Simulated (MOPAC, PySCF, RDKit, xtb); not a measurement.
Torsion C1–C2–O3–H9 in C2H6O (SMILES CCO); at each angle all else is relaxed with GFN2-xTB, and the levels are single points there.
Geometry at 180° (charge 0, multiplicity 1):
```csv
atom,x (Å),y (Å),z (Å)
C,-0.9331,0.2761,0.0521
C,0.4082,-0.3767,-0.2428
O,1.4317,0.4631,0.2500
H,-1.7418,-0.3488,-0.3165
H,-0.9814,1.2489,-0.4290
H,-1.0454,0.4160,1.1236
H,0.4580,-1.3631,0.2419
H,0.5228,-0.5212,-1.3274
H,2.2872,0.0614,0.0698
```

On the grid 0° to 180°, 0° is the highest and 180° the lowest point at MP2/CBS(cc-pVTZ, cc-pVQZ) + ΔCCSD(T)/cc-pVTZ.

Rows in 6-31G* carry no dispersion term and start afresh at each structure (6-31G* with six Cartesian d functions). The state that AM1 reach isn't checked.

Run with MOPAC for AM1 (differences of heats of formation); PySCF for 6-31G* rows; RDKit for the force fields; xtb for the GFN methods. Each number belongs to the level named beside it.

Question: One of these levels gives 138.9 meV for the energy at 0° less that at 180°. Which one is it?
A) GFN2-xTB
B) B3LYP/6-31G*
C) UFF
D) AM1

Answer: C, UFF. The others give -33.3 (AM1), -10.6 (GFN2-xTB), 58.0 (B3LYP/6-31G*)
